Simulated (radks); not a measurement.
Results of a calculation; reference values are marked as such.
Question: The mean radii <r> (bohr) of the occupied orbitals of an atom or ion are listed with their occupations. Level of theory: scalar-relativistic Kohn-Sham, PBEsol, spin-polarised, spherical densities, point nucleus (a radial shooting solver on a logarithmic mesh with Libxc functionals).

orbital  occ.      <r>
1s up       1  0.02111
1s down     1  0.02111
2s up       1  0.08873
2s down     1  0.08868
2p up       3  0.07832
2p down     3  0.07831
3s up       1   0.2146
3s down     1   0.2149
3p up       3   0.2094

Name the element and its charge. Open shells, if any, are filled with parallel spins first.

Answer: Z = 66, dysprosium, charge +51: Dy51+ in [Ne] 3s2 3p3. The 1s radius gives Z: for a bare nucleus <r> = (2 gamma + 1)/(2Z) with gamma = sqrt(1 - (Z/c)^2), 0.02085 bohr for Z = 66, and screening makes it slightly larger (0.02111 here). The occupations add up to 15, and the charge is Z minus that.
